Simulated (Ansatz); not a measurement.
`O[SiH](O)N[SiH](F)F` + `O[SiH](O)O` → `O[SiH](O)O[SiH](F)F` + `N[SiH](O)O`  (ligand exchange at the Si–N bond)

Program: Ansatz. Geometries: PBE0-D4/def2-TZVP. ΔE: electronic, gas phase. CCSD(T)/CBS is the MP2 limit (def2-TZVPP, def2-QZVPP) plus CCSD(T) − MP2 in def2-TZVPP, frozen cores. This one scheme is used for every species. One conformer a species, not always the lowest.

```
              species  CCSD(T)/CBS(def2) energy (Eh)
`O[SiH](O)N[SiH](F)F`                     -986.12751
         `O[SiH](O)O`                     -517.17167
`O[SiH](O)O[SiH](F)F`                    -1006.03726
         `N[SiH](O)O`                     -497.28304
```

(1) Work out ΔE.

Largest T1 diagnostic among the species: 0.012.

## Answers

(1) ΔE = (-1006.03726) + (-497.28304) − (-986.12751) − (-517.17167) = -0.02112 Eh = -55.5 kJ/mol.

In def2-TZVPP, CCSD(T) changes the Hartree–Fock value by +10.6 kJ/mol (the triples alone add +1.6 kJ/mol) and MP2 by +11.0 kJ/mol.
